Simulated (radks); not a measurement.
The tellurium ion Te4+, 48 electrons, occupied as [Ar] 3d10 4s2 4p4 4d10 5s2 4f2 (not the ground configuration). All-electron calculation, Dirac Kohn-Sham, AM05, spin-unpolarised, spherical densities, point nucleus; open shells fill j = l - 1/2 first. Program: a radial shooting solver on a logarithmic mesh with Libxc functionals.

Unscreened Slater integrals over Kohn-Sham orbitals (hartree). Large and small components are both included. Empty in this configuration: 4f7/2.

integral,value
"F0(4f5/2,4f5/2)",0.53434
"F2(4f5/2,4f5/2)",0.24106
"F4(4f5/2,4f5/2)",0.14873
"F0(4f5/2,5s1/2)",0.50882
"G3(4f5/2,5s1/2)",0.15424
"F0(4f5/2,4d5/2)",0.67458
"F2(4f5/2,4d5/2)",0.28271
"F4(4f5/2,4d5/2)",0.17133
"G1(4f5/2,4d5/2)",0.32291
"G3(4f5/2,4d5/2)",0.19461
"G5(4f5/2,4d5/2)",0.13541
"F0(4f5/2,4d3/2)",0.67658
"F2(4f5/2,4d3/2)",0.28211
"G1(4f5/2,4d3/2)",0.32165
"G3(4f5/2,4d3/2)",0.19379
"F0(4f5/2,4f7/2)",0.53294
"F2(4f5/2,4f7/2)",0.24049
"F4(4f5/2,4f7/2)",0.14839
"G2(4f5/2,4f7/2)",0.24035
"G4(4f5/2,4f7/2)",0.14832
"G6(4f5/2,4f7/2)",0.10601
"F0(5s1/2,5s1/2)",0.50098
"F0(5s1/2,4d5/2)",0.60562
"G2(5s1/2,4d5/2)",0.079014
"F0(5s1/2,4d3/2)",0.60670
"G2(5s1/2,4d3/2)",0.076786
"F0(5s1/2,4f7/2)",0.50776
"G3(5s1/2,4f7/2)",0.15448
"F0(4d5/2,4d5/2)",0.96889
"F2(4d5/2,4d5/2)",0.49203
"F4(4d5/2,4d5/2)",0.32730
"F0(4d5/2,4d3/2)",0.97418
"F2(4d5/2,4d3/2)",0.49454
"G2(4d5/2,4d3/2)",0.49406
"G4(4d5/2,4d3/2)",0.32869
"F0(4d5/2,4f7/2)",0.67191
"F2(4d5/2,4f7/2)",0.28089
"F4(4d5/2,4f7/2)",0.17007
"G1(4d5/2,4f7/2)",0.32056
"G3(4d5/2,4f7/2)",0.19316
"G5(4d5/2,4f7/2)",0.13440
"F0(4d3/2,4d3/2)",0.97958
"F2(4d3/2,4d3/2)",0.49720
"F0(4d3/2,4f7/2)",0.67388
"F2(4d3/2,4f7/2)",0.28027
"G3(4d3/2,4f7/2)",0.19209
"G5(4d3/2,4f7/2)",0.13364
"F0(4f7/2,4f7/2)",0.53155
"F2(4f7/2,4f7/2)",0.23993
"F4(4f7/2,4f7/2)",0.14806
"F6(4f7/2,4f7/2)",0.10583
